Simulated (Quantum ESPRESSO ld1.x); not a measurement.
The thallium ion Tl7+, 74 electrons, occupied as [Xe] 4f14 5d4 6s2 (not the ground configuration).

All-electron calculation, scalar-relativistic Kohn-Sham, LDA (Slater exchange, Perdew-Zunger correlation), spin-unpolarised, spherical densities, point nucleus. Program: ld1.x of Quantum ESPRESSO 7.5.

Energy parts (eV):
part                      energy
total                  -550210.1
kinetic                 619857.9
electron-nucleus      -1364189.0
Hartree                 203996.8
exchange-correlation     -9875.8

Orbitals (lengths in bohr, moments of r in powers of bohr; <r^-3> diverges for s and p1/2; r(90%) holds 90 % of the orbital's charge):
| orbital | occ. | eigenvalue (eV) | r(90%) | <r^2> | <r> | <r^-3> |
|---|---|---|---|---|---|---|
| 1s | 2 | -85688.7 | 0.0299 | 0.0003690 | 0.01632 | - |
| 2s | 2 | -15355.3 | 0.107 | 0.005608 | 0.06877 | - |
| 2p | 6 | -13226.5 | 0.102 | 0.004757 | 0.06236 | 28130 |
| 3s | 2 | -3753.62 | 0.261 | 0.03611 | 0.1777 | - |
| 3p | 6 | -3141.12 | 0.268 | 0.03730 | 0.1793 | 6495 |
| 3d | 10 | -2506.30 | 0.252 | 0.03088 | 0.1625 | 795.3 |
| 4s | 2 | -926.935 | 0.561 | 0.1731 | 0.3917 | - |
| 4p | 6 | -726.032 | 0.605 | 0.1982 | 0.4176 | 1591 |
| 4d | 10 | -490.713 | 0.654 | 0.2229 | 0.4394 | 171.6 |
| 4f | 14 | -229.911 | 0.738 | 0.2583 | 0.4645 | 34.46 |
| 5s | 2 | -242.790 | 1.22 | 0.8233 | 0.8584 | - |
| 5p | 6 | -185.260 | 1.38 | 1.045 | 0.9653 | 317.3 |
| 5d | 4 | -117.783 | 1.71 | 1.552 | 1.171 | 26.28 |
| 6s | 2 | -91.3167 | 2.49 | 3.536 | 1.786 | - |

The highest occupied level is 6s at -91.317 eV. Summed over all electrons, <r^2> = 29.22 bohr^2, which gives a Langevin (diamagnetic) susceptibility term of -23.1 x 10^-6 cm^3/mol.
